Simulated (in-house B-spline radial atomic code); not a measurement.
Configurations of neutral calcium, with energies counted from [Ar] 4s2. Computed with a B-spline radial code for spherical atoms: scalar-relativistic (X2C) LC-wPBE, spin-polarised, spherical fractional occupations, exact exchange averaged over the configuration, Fermi nucleus of rms radius 3.4776 fm. Shells without spins written out take the highest spin.

Occupations are held fixed; configurations that lie above the ionisation limit could autoionise.

| configuration | E - E(ref) (eV) | highest orbital | its <r> (bohr) |
| --- | --- | --- | --- |
| [Ar] 4s1 4d1 | 4.3431 | 4d up | 11.33 |
| [Ne] 3s2 3p5 4s2 5s1 | 32.159 | 5s up | 9.289 |
| [Ne] 3s1 3p6 4s2 5p1 | 53.126 | 5p up | 11.77 |
| [Ne] 3s1 3p6 4s2 4d1 | 53.188 | 4d up | 9.464 |
| [He] 2s2 2p5 3s2 3p6 4s2 4p1 | 351.57 | 4p up | 4.211 |

**Question.** Order these further configurations by energy, lowest first.
A. [He] 2s2 2p5 3s2 3p6 4s2 4f1
B. [Ne] 3s2 3p5 4s2 5p1
C. [Ne] 3s1 3p6 4s2 4p1
D. [Ar] 4s1 5f1
E. [Ne] 3s2 3p5 3d1 4s2

**Answer.** D (5.2531 eV), E (25.852 eV), B (32.785 eV), C (49.713 eV), A (355.89 eV).
